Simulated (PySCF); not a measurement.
BeH6OSi2. Atoms are numbered in the order given.

```xyz
10

Be     0.0000     0.0000     0.5802
Si     0.0000     0.0000     2.7456
H      1.3382    -0.3730     3.3033
H     -0.9921    -0.9725     3.3033
H     -0.3461     1.3454     3.3033
O      0.0000     0.0000    -0.8392
Si     0.0000     0.0000    -2.4965
H      0.0266    -1.4023    -3.0010
H      1.2011     0.7241    -3.0010
H     -1.2277     0.6781    -3.0010
```
Charge 0, spin multiplicity 1.

Coordinates come from a ωB97X-D3(BJ)/def2-SVP optimisation. One conformer was computed; it need not be the lowest.

All values below come from IEF-PCM-B3LYP/def2-SVP (PySCF).

The values are the electrostatic part of the solvation free energy, E(continuum) − E(gas) at the gas-phase geometry, in a cavity of scaled van der Waals radii (PySCF's table); cavitation and dispersion terms are not included. A continuum can't describe solvent molecules that bind to the metal. In vacuum the orbital gap is 7.18 eV. The dipole moment in vacuum is 1.19 D.

Computed values in water (ε = 78.36), N,N-dimethylformamide (ε = 37.22), ethanol (ε = 24.85):
| solvent | ε | ΔG(elec) (kcal/mol) | dipole (D) | gap (eV) |
|---|---|---|---|---|
| water | 78.36 | -2.5 | 1.50 | 7.32 |
| N,N-dimethylformamide | 37.22 | -2.4 | 1.49 | 7.32 |
| ethanol | 24.85 | -2.3 | 1.48 | 7.32 |
